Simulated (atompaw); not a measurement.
**As: one change to a PAW (atompaw) potential, before and after**

```json
{
 "Element": "As (Z = 33)",
 "Generator": "atompaw 4.2.0.5",
 "Type": "PAW",
 "Functional": "LDA (PW92)",
 "Relativity": "scalar-relativistic",
 "Frozen core": "[Ne] 3s2",
 "Valence charge": "21",
 "Reference configuration": "3p6 3d10 4s2 4p2 (charge +1)",
 "Partial waves": "4s (bound): rc 1.50 bohr; 4s channel at -0.4 Ry: rc 1.50 bohr; 3p (bound): rc 0.90 bohr; 4p (bound): rc 1.05 bohr; 3d (bound): rc 1.50 bohr; 3d channel at -1.9 Ry: rc 1.15 bohr",
 "Local potential": "bessel scheme, radius 1.20 bohr",
 "Core correction": "smooth core density matched at 0.80 bohr",
 "Augmentation charge": "sinc compensation charge, radius 1.50 bohr; PAW radius 1.50 bohr; waves and projectors: custom rrkj gramschmidtortho"
}
```

All-electron outer shells of the reference configuration (LDA (PW92), scalar-relativistic, ld1.x):

| shell | level (eV) | outermost node (bohr) | outermost maximum (bohr) |
| --- | --- | --- | --- |
| 3s | -199.31 | 0.25 | 0.52 |
| 3p | -143.22 | 0.22 | 0.52 |
| 3d | -50.68 | – | 0.47 |
| 4s | -23.60 | 0.73 | 1.59 |
| 4p | -13.54 | 0.78 | 1.90 |

Change: all radii scaled by about 0.89 (s 1.34, p 0.80, d 1.34 bohr); local potential bessel scheme, radius 1.08 bohr; augmentation sinc compensation charge, radius 1.34 bohr; PAW radius 1.34 bohr; waves and projectors: custom rrkj gramschmidtortho; core correction smooth core density matched at 0.72 bohr.

Cutoffs: the cutoffs (Ry, on a coarse ladder) from which the occupation-weighted sum of valence levels, in a spherical-Bessel basis at the reference potential, stays within 10 and 1 mRy of its value at 400 Ry; they do not see the model core or the augmentation charge, which bear on the density cutoff.

**Question.** What does the change do?

**Answer.** The potential gets neither clearly harder nor softer (160 Ry and 260 Ry → 180 Ry and 260 Ry); a bound ghost appears in s, which as a rule spoils a file.

```csv
quantity,base,changed
"cutoff, loose",160 Ry,180 Ry
"cutoff, tight",260 Ry,260 Ry
loose cutoff by channel (10 mRy a level),"s 15 Ry, p 110 Ry, d 40 Ry","s 21 Ry, p 120 Ry, d 50 Ry"
bound ghosts,none,s
lowest overlap eigenvalue by channel,"s 0.48, p 0.12, d 0.50","s 0.63, p 0.19, d 0.59"
```

 A true bound ghost makes a file unfit for plane-wave use even where its test errors are small: the radial tests pick states by their node count and pass the ghost by. The cutoffs see the waves, projectors and local potential, not the compensation charge or the core.
